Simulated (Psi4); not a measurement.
H₃GeISi (SMILES [SiH3][Ge][I]), singlet, at the geometry of the source list (core potentials on I).

Psi4 was given this input:
```
memory 2 GB

molecule mol {
0 1
Ge    0.030300   -1.198400    1.453100
I    -0.158300   -3.094200   -0.262500
Si    0.018200    0.719200   -0.078400
H    -0.852800    1.767600    0.483500
H    -0.410800    0.511100   -1.464700
H     1.373400    1.294700   -0.130900
}

set {
  basis def2-sv(p)
  reference rks
}

energy('pbe')
print_variables()
```

Q: Estimate the number of basis functions that PBE/def2-SV(P) run with Psi4 returns for this input.

A: 82

Q: What nuclear repulsion energy does PBE/def2-SV(P) give?

A: 350.3528 Eh

Q: What is the computed total energy (PBE/def2-SV(P))?

A: -2665.1737 Eh

Q: Estimate the dipole moment that PBE/def2-SV(P) returns for this input.

A: 0.84 D
